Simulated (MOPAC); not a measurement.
Job for MOPAC: PM7 on BeB, 2S+1 = 2, a spin state set in the input, which need not be the lowest, a point of a bond scan (R = 1.908 Å).

```
PM7 1SCF PRECISE CHARGE=0 UHF MS=0.5 THREADS=1
BBe

Be     0.00000000 1     0.00000000 1     0.00000000 1
B      0.00000000 1     0.00000000 1     1.90844700 1
```

Program output:

```
*******************************************************************************
 **                                                                           **
 **                              MOPAC v23.2.5                                **
 **                                                                           **
 *******************************************************************************
 ** MOPAC's Digital Object Identifier: https://doi.org/10.5281/zenodo.6511958 **
 **                                                                           **
 ** Please cite the open-source release paper for use of this MOPAC version:  **
 ** J. E. Moussa and J. J. P. Stewart (2026)                                  **
 ** MOPAC: An open-source semiempirical molecular orbital program             **
 ** J. Open Source Softw., 11(119), 8025, https://doi.org/10.21105/joss.08025 **
 *******************************************************************************

                              PM7 CALCULATION RESULTS

 *******************************************************************************
 *  PM7        - The PM7 Hamiltonian to be used
 *  UHF        - UNRESTRICTED HARTREE-FOCK CALCULATION
 *
 *
 *
 *                 CHARGE ON SYSTEM = 0
 *
 *
 *
 *  MS=        - IN MECI, MAGNETIC COMPONENT OF SPIN =  0.5
 *  PRECISE    - TIGHTER CRITERIA TO BE USED
 *  1SCF       - DO 1 SCF AND THEN STOP
 *  THREADS=1  - MULTI-THREADING NOT USED
 *  T=         - A TIME OF 172800.0 SECONDS REQUESTED
 *  DUMP=N     - RESTART FILE WRITTEN EVERY 7200.0 SECONDS REQUESTED
 *******************************************************************************
PM7 1SCF PRECISE CHARGE=0 UHF MS=0.5 THREADS=1
 BBe

   ATOM   CHEMICAL          X               Y               Z
  NUMBER   SYMBOL      (ANGSTROMS)     (ANGSTROMS)     (ANGSTROMS)

     1      Be          0.00000000  *   0.00000000  *   0.00000000  *
     2       B          0.00000000  *   0.00000000  *   1.90844700  *



          CARTESIAN COORDINATES

    NO.       ATOM           X           Y           Z

     1        Be          0.0000      0.0000      0.0000
     2         B          0.0000      0.0000      1.9084

 General Reference for PM7:
 "Optimization of Parameters for Semiempirical Methods VI: More Modifications to the
 NDDO Approximations and Re-optimization of Parameters", J. J. P. Stewart, J. Mol. Mod., 1:32, 19 (2013)
 https://link.springer.com/article/10.1007/s00894-012-1667-x

           Empirical Formula: Be B  =     2 atoms



      MOLECULAR POINT GROUP   :   C*v


          UHF CALCULATION, NO. OF ALPHA ELECTRONS =    3
                           NO. OF BETA  ELECTRONS =    2

 -------------------------------------------------------------------------------
 PM7 1SCF PRECISE CHARGE=0 UHF MS=0.5 THREADS=1
 BBe



     1SCF WAS SPECIFIED, SO BFGS WAS NOT USED
     SCF FIELD WAS ACHIEVED


                              PM7 CALCULATION
                                                       MOPAC v23.2.5 Linux




          FINAL HEAT OF FORMATION =        164.36518 KCAL/MOL =     687.70390 KJ/MOL


          COSMO AREA              =         81.64 SQUARE ANGSTROMS
          COSMO VOLUME            =         65.61 CUBIC ANGSTROMS

          IONIZATION POTENTIAL    =          7.702197 EV
          ALPHA SOMO LUMO (EV)    =         -7.702 -1.588
          BETA  SOMO LUMO (EV)    =         -9.125 -2.000
          NO. OF ALPHA ELECTRONS  =          3
          NO. OF BETA  ELECTRONS  =          2
          MOLECULAR WEIGHT        =         19.8222         POINT GROUP:  C*v

          MOLECULAR DIMENSIONS (Angstroms)

            Atom       Atom       Distance
            B     2   Be     1     1.90845
            B     2   Be     1     0.00000
           Be     1    B     2     0.00000


          SCF CALCULATIONS        =          1





   ATOM   CHEMICAL          X               Y               Z
  NUMBER   SYMBOL      (ANGSTROMS)     (ANGSTROMS)     (ANGSTROMS)

     1      Be          0.00000000  *   0.00000000  *   0.00000000  *
     2       B          0.00000000  *   0.00000000  *   1.90844700  *

                             CARTESIAN COORDINATES

   1   Be        0.000000000     0.000000000     0.000000000
   2    B        0.000000000     0.000000000     1.908447000


           Empirical Formula: Be B  =     2 atoms



      MOLECULAR POINT GROUP   :   C*v


          ALPHA EIGENVALUES
 -10.73845  -8.69643  -7.70220  -1.58821   1.58018   1.60771   1.72301   6.40755


           BETA EIGENVALUES
 -10.60985  -9.12536  -1.99981  -1.63064   1.69101   1.71439   1.79634   7.10167


              NET ATOMIC CHARGES AND DIPOLE CONTRIBUTIONS

  ATOM NO.   TYPE          CHARGE      No. of ELECS.   s-Pop       p-Pop
    1         Be           0.640610        1.3594     1.16396     0.19543
    2          B          -0.640610        3.6406     0.14524     3.49537
 DIPOLE           X         Y         Z       TOTAL
 POINT-CHG.     0.000     0.000    -5.872     5.872
 HYBRID         0.000     0.000    -0.308     0.308
 SUM            0.000     0.000    -6.180     6.180


          ATOMIC ORBITAL ELECTRON POPULATIONS

     Atom    s        px        py        pz
    1 Be   1.16396   0.03601   0.03118   0.12824
    2  B   0.14524   1.96399   0.96882   0.56256


                    (SZ)    =    0.500000
                    (S**2)  =    0.763078


          ATOMIC ORBITAL SPIN POPULATIONS

    Atom   Total    s     px     py     pz
         Atomic
    1 Be  0.1161  0.099  0.004  0.031 -0.018
    2  B  0.8839  0.009 -0.004  0.969 -0.090

 **********************
 *                    *
 * JOB ENDED NORMALLY *
 *                    *
 **********************




 == MOPAC DONE ==
```

The run finished.

Cost: about 0.020 core-seconds (a rough figure).
